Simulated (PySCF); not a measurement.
**Relaxation of quartet RhH₂**

Computed with UPBE0/[Rh def2-TZVP with ECP28, H def2-TZVP], scalar-relativistic core potentials, density fitting, no spin–orbit coupling, PySCF. A (50,194) grid was used.

A start displaced from a saddle point along its imaginary mode, of C2v symmetry, held to at least that symmetry:

```xyz
3
charge 0 multiplicity 4, angstrom
Rh   -0.0017   -0.0017    0.0000
H     0.0849    0.0849    1.6994
H     0.0849    0.0849   -1.6994
```

Problem. What forces act on the atoms at the start (eV/Å)?

Solution. 
```tsv
atom	Fx	Fy	Fz
Rh1	-1.55	-1.55	0.00
H2	0.78	0.78	-0.49
H3	0.78	0.78	0.49
```

Problem. What does it relax to?

Solution. It ends at C2v with Rh–H 1.632 Å (×2); H–Rh–H 138.1°. A frequency run shows a minimum.

Problem. How much energy is released, and in how many steps?

Solution. 58.7 kJ/mol in 5 steps.

Open d and f shells are described by one determinant, and the ground state may have another occupation or spin. At this level a doublet minimum of C2v symmetry lies 128 kJ/mol below this structure.
